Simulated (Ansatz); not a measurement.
`[SiH3][SbH][Cl]` + `CBF` → `C[B](F)[SbH][Cl]` + SiH₄ at 400 K and 1 bar (formal exchange of groups at the Sb–Si bond).

Isolated molecules relaxed with PBE0-D4/def2-TZVP in Ansatz; ΔE leaves out vibrations. CCSD(T)/CBS adds triple-zeta CCSD(T) − MP2 to the extrapolated MP2 energy (def2 sets, frozen cores). This one scheme is used for every species. def2 core potentials past Kr. For Sb outer-core shells are correlated without core-valence functions, which leaves a few kJ/mol of doubt a bond. Each species was taken in one conformer, which may not be the lowest.

```csv
species,CCSD(T)/CBS energy (Eh),H − E (kJ/mol),S (J/(mol·K))
`[SiH3][SbH][Cl]`,-991.30233,113.9,370.6
`CBF`,-165.10297,154.9,294.4
`C[B](F)[SbH][Cl]`,-864.93191,168.9,423.4
SiH₄,-291.46306,96.9,218.6
```

H − E and S are ideal-gas, rigid-rotor, harmonic terms from PBE0-D4/def2-TZVP, for one conformer and one mirror image of each species. 1 Eh = 2625.50 kJ/mol, R = 8.31446 J/(mol·K).

By hand: ΔE, ΔH, ΔS and ΔG.

ΔE = (-864.93191) + (-291.46306) − (-991.30233) − (-165.10297) = 0.01033 Eh = 27.1 kJ/mol. Δ(H − E) = 168.9 + 96.9 − 113.9 − 154.9 = -3.0, so ΔH = 24.1 kJ/mol. ΔS = 423.4 + 218.6 − 370.6 − 294.4 = -23.0 J/(mol·K). ΔG = 24.1 − 400 × (-23.0)/1000 = 33.3 kJ/mol.

By hand: the equilibrium constant, and the temperature at which ΔG would vanish if ΔH and ΔS stayed fixed.

log₁₀ K = −ΔG/(RT ln 10) = -4.3. ΔH and −TΔS have one sign here, so there is no such temperature.

TΔS isn't small against ΔH here. A doubt of 5 kJ/mol in ΔE shifts log₁₀ K by 0.7 here. Other conformers and mirror images would add mixing entropy, several J/(mol·K) or more a flexible species. Modes under 60 cm⁻¹, often nearly free rotors, make the harmonic entropy too high. These are equilibria of isolated gas molecules and say nothing of rates. Largest T1 diagnostic: 0.013 (customary marks: 0.02 for closed shells, 0.045 for open ones).
